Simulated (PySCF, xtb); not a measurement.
Sn(Cl)3(SeH) (Cl₃HSeSn), SMILES [Cl][Sn]([Cl])([Cl])[SeH].

GFN2-xTB run with xtb 6.7.1 at its own geometry gives an orbital gap of 1.42 eV and a dipole moment of 1.79 D.

The structure is a stationary point at B3LYP-D3(BJ)/def2-SVP. The structure was generated by enumeration; whether it is a known compound was not checked. The def2 effective core potentials stand for the cores of Sn; spin–orbit coupling is left out. The values are those of a single conformer.

What does r2SCAN/def2-TZVP (PySCF) give? (The exact figures need the calculation; the answer reports its results.)

gap 3.12 eV (levels -7.21 and -4.09 eV), dipole 2.22 D.
